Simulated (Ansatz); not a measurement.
System: CH₃Cl₅Si₂, charge 0, multiplicity 1. 
Coordinates optimised at B3LYP-D3(BJ)/def2-TZVP (Ansatz, a quantum-chemistry and plane-wave program):
```xyz
11

Cl    -1.8382     1.4094    -1.2058
Si    -1.8065    -0.3512    -0.1548
Cl    -3.4940    -0.4677     1.0163
C     -0.3168    -0.4189     0.9611
Si     1.3471    -0.1605     0.1909
Cl     1.4434    -1.1117    -1.6213
Cl     1.7264     1.8263    -0.0825
Cl     2.8052    -0.9367     1.4019
H     -1.8424    -1.4648    -1.1096
H     -0.3163    -1.4090     1.4282
H     -0.4373     0.3161     1.7614
```
Charge 0, spin multiplicity 1.

Quantity: vertical triplet-singlet gap (E(triplet) - E(singlet); each state is the SCF solution reached for its spin), in kcal/mol. Cores are frozen in the correlated levels unless marked. UHF or UKS for open shells. Spin-orbit coupling is left out. Non-relativistic. CBS(X,Y): correlation extrapolated as X^-3; Hartree-Fock from the larger set.

```json
[
 {"level": "HF/aug-cc-pV(T+d)Z", "program": "Ansatz", "vertical triplet-singlet gap (kcal/mol)": "182.9"},
 {"level": "r2SCAN/def2-TZVPD", "program": "Ansatz", "vertical triplet-singlet gap (kcal/mol)": "155.7"},
 {"level": "B3LYP/def2-TZVPD", "program": "Ansatz", "vertical triplet-singlet gap (kcal/mol)": "161.5"},
 {"level": "PBE0/def2-TZVPD", "program": "Ansatz", "vertical triplet-singlet gap (kcal/mol)": "163.6"},
 {"level": "wB97M-V/def2-TZVPD", "program": "Ansatz", "vertical triplet-singlet gap (kcal/mol)": "178.7"},
 {"level": "RI-MP2/CBS(aug-cc-pV(T+d)Z,aug-cc-pV(Q+d)Z)", "program": "Ansatz", "vertical triplet-singlet gap (kcal/mol)": "192.0"}
]
```
